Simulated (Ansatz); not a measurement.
`[OH][Al-]1([OH])[O]C(C(F)(F)F)=CC(C(F)(F)F)=[O+]1` + `CB(C)O` → `[CH3][Al]([OH])[OH]` + `C[B-]1(O)OC(C(F)(F)F)=CC(C(F)(F)F)=[O+]1`  (redistribution)

Program: Ansatz. Geometries: PBE0-D4/def2-TZVP. ΔE: electronic, gas phase. CCSD(T)/CBS adds triple-zeta CCSD(T) − MP2 to the extrapolated MP2 energy (def2 sets, frozen cores). DFT in def2-TZVPP. Each species was taken in one conformer, which may not be the lowest.

`[OH][Al-]1([OH])[O]C(C(F)(F)F)=CC(C(F)(F)F)=[O+]1`:

Cartesian coordinates in Å:
```
O 1.993 2.084 -1.128
Al 0.767 1.015 -1.588
O 0.304 0.877 -3.207
O -0.665 1.308 -0.469
C -0.985 0.634 0.544
C -2.174 1.214 1.322
F -3.254 1.218 0.546
F -2.447 0.502 2.413
F -1.911 2.461 1.690
C -0.389 -0.546 0.970
C 0.645 -1.096 0.225
C 1.263 -2.435 0.649
F 1.039 -3.347 -0.294
F 0.744 -2.881 1.791
F 2.573 -2.302 0.808
O 1.148 -0.616 -0.823
H 2.465 2.644 -1.740
H -0.371 0.310 -3.567
H -0.744 -1.044 1.857
```

`CB(C)O`:

Z-matrix (Å, degrees):
```
C
B 1 1.569
H 1 1.091 2 112.9
H 1 1.097 2 109.3 3 119.9
H 1 1.094 2 111.9 3 -123.4
C 2 1.576 1 122.0 3 167.9
O 2 1.364 1 116.9 3 -11.9
H 6 1.094 2 111.5 1 45.5
H 6 1.094 2 114.6 1 168.7
H 6 1.097 2 109.2 1 -70.9
H 7 0.961 2 112.9 1 -178.5
```

`[CH3][Al]([OH])[OH]`:

```xyz
9

C    -1.106   -0.592    0.852
Al    0.298    0.168   -0.237
O     1.740   -0.707   -0.430
O     0.051    1.682   -0.965
H    -0.778   -0.705    1.889
H    -2.003    0.031    0.847
H    -1.381   -1.590    0.499
H     2.497   -0.427   -0.940
H     0.681    2.140   -1.515
```

`C[B-]1(O)OC(C(F)(F)F)=CC(C(F)(F)F)=[O+]1`:

Z-matrix (Å, degrees):
```
C
B 1 1.579
H 1 1.093 2 110.2
H 1 1.094 2 113.4 3 -120.8
H 1 1.093 2 110.2 3 118.4
O 2 1.589 1 108.9 3 176.0
O 2 1.383 1 116.8 3 -59.2
O 2 1.589 1 108.9 3 65.5
C 6 1.258 2 122.1 1 -85.7
H 7 0.959 2 114.6 1 -180.0
C 8 1.258 2 122.1 1 85.6
C 9 1.531 6 114.1 2 170.8
C 9 1.386 6 125.0 2 -12.7
C 11 1.531 8 114.1 2 -170.8
F 12 1.330 9 109.7 6 65.0
F 12 1.326 9 110.3 6 -54.7
F 12 1.331 9 111.3 6 -175.1
H 13 1.076 9 122.0 6 -179.9
F 14 1.330 11 109.7 8 -64.9
F 14 1.326 11 110.3 8 54.8
F 14 1.331 11 111.3 8 175.2
```

(1) Is it downhill or uphill in electronic energy at CCSD(T)/CBS, and by how much? (Best estimate.)

(2) What do these levels give: PBE-D4, r2SCANh-D4, BHLYP-D4, CAM-B3LYP-D4, ωB97X-V, ωB97M-V, PBE-QIDH, LC-ωPBE, MP2/def2-SVP, CCSD/def2-SVP, MP2/def2-TZVPP, CCSD/def2-TZVPP? (Best estimate.)

Largest T1 diagnostic among the species: 0.015.

Results:

(1) Ansatz gave: Uphill: ΔE = +34.6 kcal/mol.

(2) Ansatz gave: PBE-D4 32.2, r2SCANh-D4 35.5, BHLYP-D4 38.6, CAM-B3LYP-D4 36.0, ωB97X-V 34.4, ωB97M-V 33.7, PBE-QIDH 34.2, LC-ωPBE 34.3, MP2/def2-SVP 34.6, CCSD/def2-SVP 36.5, MP2/def2-TZVPP 32.6, CCSD/def2-TZVPP 35.1 kcal/mol.

From BLYP to BHLYP (50 % exact exchange), in def2-TZVPP and without D4, ΔE moves by +3.3 kcal/mol. In def2-TZVPP, CCSD(T) changes the Hartree–Fock value by −8.9 kcal/mol (the triples alone add −1.6 kcal/mol) and MP2 by −9.9 kcal/mol.
